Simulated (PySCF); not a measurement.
Dipole moment and polarisability of `C=C(C)[C@H]1CC(=O)O1`

C₆H₈O₂.
Cartesian coordinates in Å at the PBE0-D3(BJ)/def2-SVP level; atoms count from 1:
```
atom  x, y, z in Å
C1    -1.3469    1.3803    0.4047
C2    -1.1756    0.0808    0.1490
C3    -2.1846   -0.7824   -0.5446
C4     0.0806   -0.6309    0.5400
C5     1.1137   -0.8904   -0.5721
C6     1.9857    0.0123    0.2814
O7     3.0854    0.4535    0.2524
O8     1.0372    0.2009    1.2385
H9    -2.2637    1.8966    0.1084
H10   -0.5782    1.9547    0.9258
H11   -2.4946   -1.6228    0.0993
H12   -3.0819   -0.2113   -0.8178
H13   -1.7678   -1.2270   -1.4645
H14   -0.1474   -1.5226    1.1485
H15    0.8711   -0.4776   -1.5610
H16    1.4936   -1.9163   -0.6711
```

Level: wB97X-D/def2-SVPD (PySCF), static field, nuclei fixed, core orbitals frozen in the response. The polarisability tensor in these axes (au):

```
x   87.30  0.61  0.73
y    0.61 77.83  6.66
z    0.73  6.66 62.10
```

Task: Diagonalise the tensor; give its mean and Δα, where Δα² is half the sum of the squared differences of the eigenvalues.

Result: Principal values 59.65, 80.17 and 87.40 au; mean 75.74 au = 11.22 Å³ = 12.49 × 10⁻⁴⁰ C²·m²/J; Δα = 24.94 au (33 % of the mean).

Task: What is the dipole moment, and where does it point?

Result: (-3.68, -2.43, -1.56) D, 4.68 D in size, pointing from the negative to the positive side. Measured along this direction, the outermost atoms are O7 at the negative end and H12 and H11 at the positive end.

Task: Rayleigh depolarisation ratio (linearly polarised light, static tensor)?

Result: ρ = 3Δα²/(45ᾱ² + 4Δα²) = 1865.3/(258147 + 2487.0) = 0.00716.

Task: What would n − 1 = 2πNα be for an ideal gas of these molecules at 500 K and 1 atm, electronic part alone?

Result: N = p/kT = 1.4678 × 10¹⁹ cm⁻³, so n − 1 = 2π × N × 11.22 × 10⁻²⁴ cm³ = 1035 × 10⁻⁶ at long wavelengths, for an ideal gas.

Task: Form Σ f/ω² (atomic units) for the 6 lowest TDDFT singlets, given as eV and f, and set it beside the mean polarisability, which is this sum over all singlets: 6.01, 0.0004; 7.26, 0.3895; 7.40, 0.0175; 7.51, 0.0114; 7.97, 0.0053; 8.12, 0.0568.

Result: They add up to 6.56 au, 8.7 % of the 75.74 au; the largest single term is 5.47 au, from the state at 7.26 eV. Terms in order: 0.01, 5.47, 0.24, 0.15, 0.06, 0.64 au. Higher excitations give the rest. The strengths listed sum to 0.481.

Task: Traceless (Buckingham) quadrupole moment about the centre of nuclear charge: eigenvalues?

Result: -11.22, 2.00, 9.21 D·Å. The values depend on the origin, since the dipole doesn't vanish. The electronic extent ⟨r²⟩ about the same centre is 1020 bohr², a root-mean-square distance of 2.18 Å for the 60 electrons.

Task: In a dilute gas of rigid molecules at 250 K, how does the orientational term μ²/3kT compare with the electronic polarisability?

Result: In Gaussian units μ²/3kT = 211.64 Å³ against 11.22 Å³, a ratio of 18.86; the Debye molar polarisation (4π/3)N_A(α + μ²/3kT) is 562.2 cm³/mol, leaving out the vibrational part.

Geometry: PBE0-D3(BJ)/def2-SVP, one conformer, isolated molecule.

The run behind these numbers computed excited states as well. The run took about 70 s of CPU time (one thread, shared machine).
